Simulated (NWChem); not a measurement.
System: MgH5O3Cl; SMILES [Cl][Mg]([OH])(<-[OH2])<-[OH2]

```xyz
10

Mg     0.0839    -0.0798     0.2926
Cl     0.4604     2.1093     0.7808
O      0.5628    -1.8494     0.6321
H      0.6118    -2.5086     1.3215
O      0.5856    -0.8667    -1.5875
H      0.7660    -1.6527    -0.9781
H      1.3996    -0.6614    -2.0584
O     -1.9247     0.3919     0.0249
H     -2.4673     0.1790    -0.7427
H     -1.8744     1.3610     0.0996
```
Atoms are numbered in this order, from 1.

Program: NWChem. Pople sets run with spherical d functions. Geometry: optimised at PBE0/def2-SVP. Vzz is the largest principal value of the second derivative of the potential at the nucleus (NWChem prints the opposite sign); η is the asymmetry. Non-relativistic.

| level | Vzz Mg1 (a.u.) | η Mg1 | Vzz Cl2 (a.u.) | η Cl2 | Vzz O3 (a.u.) | η O3 | Vzz O5 (a.u.) | η O5 |
|---|---|---|---|---|---|---|---|---|
| PBE0/6-31G* | -0.351 | 0.23 | 0.589 | 0.25 | 1.395 | 0.31 | -1.320 | 0.96 |
| PBE0/def2-TZVP | -0.469 | 0.24 | 0.614 | 0.23 | 1.365 | 0.27 | -1.335 | 0.98 |
| B3LYP/def2-TZVP | -0.477 | 0.24 | 0.602 | 0.24 | 1.375 | 0.27 | -1.355 | 0.97 |
| B3LYP/6-31G* | -0.349 | 0.24 | 0.564 | 0.26 | 1.405 | 0.31 | -1.341 | 0.95 |
